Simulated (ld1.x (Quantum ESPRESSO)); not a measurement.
**What one change does to a pseudopotential (Ne (Z = 10), PAW)**

```json
{
  "Element": "neon (Ne)",
  "Generator": "ld1.x (Quantum ESPRESSO) 7.5",
  "Type": "PAW",
  "Functional": "LDA (PZ)",
  "Relativity": "scalar-relativistic",
  "Frozen core": "[He]",
  "Valence charge": "8",
  "Reference configuration": "2s2 2p6",
  "Partial waves": "2s (bound): rcut 0.45, rcutus 0.55 bohr; 2s channel at -2.05 Ry: rcut 0.45, rcutus 0.55 bohr; 2p (bound): rcut 1.10, rcutus 1.55 bohr; 2p channel at 0.65 Ry: rcut 1.10, rcutus 1.55 bohr",
  "Local potential": "all-electron potential smoothed inside 1.55 bohr (lloc = -1)",
  "Core correction": "a·sin(br)/r model core inside 0.60 bohr",
  "Augmentation charge": "PSQ, inside the norm-conserving radii"
}
```

All-electron outer shells of the reference configuration (LDA (PZ), scalar-relativistic, ld1.x):

```tsv
shell	level (eV)	outermost node (bohr)	outermost maximum (bohr)
1s	-825.81	–	0.10
2s	-36.11	0.22	0.69
2p	-13.53	–	0.62
```

Change: all radii but the core radius scaled by about 1.38 (s 0.76, p 2.14 bohr, rcut 0.62/1.52); local potential all-electron potential smoothed inside 2.14 bohr (lloc = -1).

Cutoffs: the cutoffs (Ry, on a coarse ladder) from which the occupation-weighted sum of valence levels, in a spherical-Bessel basis at the reference potential, stays within 10 and 1 mRy of its value at 400 Ry; they do not see the model core or the augmentation charge, which bear on the density cutoff. Errors are all-electron minus pseudo energies relative to the spin-unpolarised reference configuration.

Problem. What does the change do?

Solution. The potential gets softer (120 Ry and 230 Ry → 35 Ry and 80 Ry); the number of tests that count goes from 8 to 0 (the test run of the changed file stopped, so its transferability is not established); neither file shows a bound ghost at the reference potential, the only one tested. A larger radius leaves more room for a smooth pseudo-wave, so fewer plane waves are needed.

```csv
quantity,base,changed
"cutoff, loose",120 Ry,35 Ry
"cutoff, tight",230 Ry,80 Ry
loose cutoff by channel (10 mRy a level),"s 110 Ry, p 25 Ry","s 30 Ry, p 12 Ry"
bound ghosts,none,none
"tests counted (converged, no solver errors)",8 of 8,0 of 8 (the test run stopped)
lowest overlap eigenvalue by channel,"s 0.34, p 0.34","s 0.83, p 0.12"
```

Changed file: Tests not counted: 2s2 2p5 (solver errors, printed error -734 eV); 2s2 2p4 (solver errors, printed error -458 eV).
